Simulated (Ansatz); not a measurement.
Consider the substitution at a C–Ge bond: `B[CH2][GeH2][SeH]` + `[OH][Al]([F])[SH]` → `BC[O][Al]([F])[SH]` + `[GeH3][SeH]`.

Isolated molecules relaxed with PBE0-D4/def2-TZVP in Ansatz; ΔE leaves out vibrations. CCSD(T)/CBS is the MP2 limit (def2-TZVPP, def2-QZVPP) plus CCSD(T) − MP2 in def2-TZVPP, frozen cores. DFT in def2-TZVPP. For Ge, Se outer-core shells are correlated without core-valence functions, which leaves a few kJ/mol of doubt a bond. Scalar relativity is left out up to krypton. One conformer a species, not always the lowest.

`B[CH2][GeH2][SeH]`:

```xyz
11

B    -1.543   -0.233   -0.776
C    -1.047    0.281    0.579
Ge    0.881   -0.178    0.583
Se    1.814    0.754   -1.374
H    -1.529    0.477   -1.740
H    -1.881   -1.375   -0.905
H    -1.073    1.362    0.727
H    -1.428   -0.245    1.458
H     1.081   -1.702    0.596
H     1.541    0.447    1.825
H     3.185    0.412   -0.974
```

`[OH][Al]([F])[SH]`:

Cartesian coordinates in Å:
```
O 0.011 0.097 -1.781
Al -0.091 -0.336 -0.162
F -0.503 -1.882 0.199
S 0.294 1.049 1.460
H 0.240 0.966 -2.104
H 0.049 0.105 2.386
```

`BC[O][Al]([F])[SH]`:

```xyz
11

B     1.358    1.216   -0.657
C     0.837    0.652    0.686
O    -0.092   -0.405    0.655
Al   -1.463   -0.739   -0.245
F    -2.180    0.413   -1.174
S    -2.371   -2.697   -0.156
H     0.995    0.771   -1.709
H     2.155    2.108   -0.630
H     1.724    0.325    1.257
H     0.451    1.492    1.290
H    -1.415   -3.136    0.682
```

`[GeH3][SeH]`:

Z-matrix (Å, degrees):
```
Ge
Se 1 2.357
H 1 1.536 2 110.4
H 1 1.536 2 110.4 3 121.8
H 1 1.533 2 104.9 3 -119.1
H 2 1.469 1 93.0 3 -60.2
```

Is it downhill or uphill in electronic energy at CCSD(T)/CBS, and by how much? (Best estimate.)

The calculation gave: Uphill: ΔE = +119.1 kJ/mol.

What do these levels give: PBE-D4, ωB97M-V, CCSD/def2-TZVPP, HF/def2-QZVPP, MP2/CBS(def2), CCSD/CBS(def2)? (Estimate.)

The calculation gave: PBE-D4 106.9, ωB97M-V 106.9, CCSD/def2-TZVPP 112.7, HF/def2-QZVPP 88.6, MP2/CBS(def2) 131.7, CCSD/CBS(def2) 115.9 kJ/mol.

Largest T1 diagnostic among the species: 0.012.

In def2-TZVPP, CCSD(T) changes the Hartree–Fock value by +26.2 kJ/mol (the triples alone add +3.2 kJ/mol) and MP2 by +38.8 kJ/mol. The D4 term adds +5.2 kJ/mol with B3LYP and +2.6 kJ/mol with PBE0; it sums over pairs of atoms, weighted by their polarisabilities, and B3LYP, whose exchange is more repulsive, gets the larger term.

B3LYP here is the variant with VWN-RPA as its local correlation; programs differ in this.
